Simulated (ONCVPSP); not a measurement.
## u(r) = r·R(r): atom against pseudo-atom (Al)

Columns: radius, all-electron u(r) and pseudo u(r) of the 3p shell (level -2.71 eV) of aluminium in the configuration [Ne] 3s2 3p1; PBE, scalar-relativistic, ONCV scheme, ONCVPSP 4.0.1.

```
r (bohr)  all-electron  pseudo
   0.143       -0.1158  0.0051
   0.285       -0.2046  0.0199
   0.428       -0.2050  0.0440
   0.570       -0.1491  0.0761
   0.713       -0.0664  0.1151
   0.855        0.0240  0.1590
   0.998        0.1134  0.2067
   1.140        0.1957  0.2558
   1.283        0.2697  0.3051
   1.425        0.3339  0.3523
   1.568        0.3894  0.3966
   1.710        0.4360  0.4363
   1.853        0.4743  0.4710
   1.995        0.5044  0.4998
   2.138        0.5271  0.5229
   2.280        0.5430  0.5398
   2.423        0.5529  0.5511
   2.565        0.5575  0.5568
   2.708        0.5576  0.5575
   2.850        0.5539  0.5539
   2.992        0.5469  0.5469
   3.135        0.5373  0.5373
   3.278        0.5254  0.5254
   3.420        0.5120  0.5120
   3.563        0.4971  0.4971
   3.705        0.4814  0.4814
```

Q: How many radial nodes do the two functions have?

A: The all-electron 3p function has n − l − 1 = 1; the pseudo-wave has 0, since the states of the same l below it are removed with the core.

Q: At about which radius was the pseudo-wave matched?

A: 2.85 bohr, where the columns begin to agree (steps of 0.14 bohr).

Q: Where does each function peak?

A: Outermost all-electron maximum near 2.71 bohr, pseudo maximum near 2.71 bohr (to the table’s step).

Q: Is the pseudo-wave norm-conserving?

A: Yes: the ONCV scheme keeps the norm inside the radius equal to the all-electron one, which fixes the energy derivative of the logarithmic derivative at the level.
